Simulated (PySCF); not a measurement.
Br3Sb, charge -1, doublet, geometry from GFN2-xTB (a state made from the parent by changing its charge; the spin is typed, not shown lowest) (all electrons, no relativity) (in this run its highest filled SCF level lies above zero, so its values depend strongly on the basis, on diffuse functions most of all); HF/STO-3G (PySCF).

Input for PySCF:
```python
from pyscf import gto, scf

mol = gto.M(
    atom='''
Sb    0.484375   -0.140749    0.023081
Br   -0.138743   -2.907342    0.001305
Br    1.438323    2.529712    0.060622
Br   -2.005383    0.582722   -0.095559
''',
    basis='sto-3g',
    charge=-1,
    spin=1,
    verbose=4,
)

mf = scf.UHF(mol)
mf.kernel()
```

The log (banner, timings and long lists left out):

```
PySCF version 2.14.0

[INPUT] verbose = 4
[INPUT] num. atoms = 4
[INPUT] num. electrons = 157
[INPUT] charge = -1
[INPUT] spin (= nelec alpha-beta = 2S) = 1
[INPUT] symmetry False subgroup None
[INPUT] Mole.unit = angstrom
[INPUT] Symbol           X                Y                Z      unit          X                Y                Z       unit  Magmom
[INPUT]  1 Sb     0.484375000000  -0.140749000000   0.023081000000 AA    0.915336091586  -0.265977062306   0.043616768681 Bohr   0.0
[INPUT]  2 Br    -0.138743000000  -2.907342000000   0.001305000000 AA   -0.262186271701  -5.494080130445   0.002466092593 Bohr   0.0
[INPUT]  3 Br     1.438323000000   2.529712000000   0.060622000000 AA    2.718036548663   4.780462854026   0.114558977123 Bohr   0.0
[INPUT]  4 Br    -2.005383000000   0.582722000000  -0.095559000000 AA   -3.789624644859   1.101184986759  -0.180580338737 Bohr   0.0

nuclear repulsion = 1472.0498992559
number of shells = 35
number of NR pGTOs = 243
number of NR cGTOs = 81
basis = sto-3g
ecp = {}

******** <class 'pyscf.scf.uhf.UHF'> ********
method = UHF
initial guess = minao
damping factor = 0
level_shift factor = 0
DIIS = <class 'pyscf.scf.diis.CDIIS'>
diis_start_cycle = 1
diis_space = 8
diis_damp = 0
SCF conv_tol = 1e-09
SCF conv_tol_grad = None
SCF max_cycles = 50
direct_scf = True
direct_scf_tol = 1e-13
number electrons alpha = 79  beta = 78
Set gradient conv threshold to 3.16228e-05
init E= -13854.7795468144

cycle= 1 E= -13885.3485616127  delta_E= -30.6  |g|= 0.155  |ddm|= 1.97
cycle= 2 E= -13885.3654513004  delta_E= -0.0169  |g|= 0.0248  |ddm|= 0.34
cycle= 3 E= -13885.3672072551  delta_E= -0.00176  |g|= 0.0106  |ddm|= 0.115
cycle= 4 E= -13885.367687358  delta_E= -0.00048  |g|= 0.00421  |ddm|= 0.071
cycle= 5 E= -13885.3677727579  delta_E= -8.54e-05  |g|= 0.00104  |ddm|= 0.0379
cycle= 6 E= -13885.3677772192  delta_E= -4.46e-06  |g|= 0.000385  |ddm|= 0.00665
cycle= 7 E= -13885.3677779586  delta_E= -7.39e-07  |g|= 0.000146  |ddm|= 0.0031
cycle= 8 E= -13885.3677780934  delta_E= -1.35e-07  |g|= 7.9e-05  |ddm|= 0.00139
cycle= 9 E= -13885.3677781497  delta_E= -5.63e-08  |g|= 2.02e-05  |ddm|= 0.00136
cycle= 10 E= -13885.3677781526  delta_E= -2.96e-09  |g|= 5.36e-06  |ddm|= 0.000334
cycle= 11 E= -13885.3677781528  delta_E= -1.95e-10  |g|= 1.43e-06  |ddm|= 5.56e-05
Extra cycle  E= -13885.3677781528  delta_E= -1.27e-11  |g|= 7.55e-07  |ddm|= 6.45e-06
converged SCF energy = -13885.3677781528  <S^2> = 0.75847946  2S+1 = 2.0084616
```
